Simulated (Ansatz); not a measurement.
Z-matrix (Å, degrees):
```
B
S 1 2.137
C 1 1.598 2 82.8
H 1 1.205 2 100.6 3 -113.9
H 1 1.198 2 110.0 3 121.9
C 2 1.833 1 74.3 3 15.3
H 2 1.345 1 96.6 3 -79.2
N 3 1.264 1 131.2 2 157.8
H 6 1.091 2 113.4 1 -141.0
H 6 1.093 2 105.5 1 98.8
H 8 1.024 3 111.9 1 -177.8
```

The species carries charge 0 and has multiplicity 1.

(1) List the PBE0/def2-TZVPP orbital energies in eV (Ansatz 0.2.0). (Estimate.)

Results:

(1) Computed: Occupied: -2424.10, -390.80, -279.92, -279.11, -219.40, -183.79, -163.23, -163.15, -163.06, -25.32, -23.44, -19.39, -16.89, -14.34, -13.77, -12.80, -12.32, -11.23, -9.79, -9.32, -8.76, -8.26, -7.01. Lowest empty: -0.61, -0.25, 0.05, 0.54, 1.63, 2.14, 2.73, 3.07.
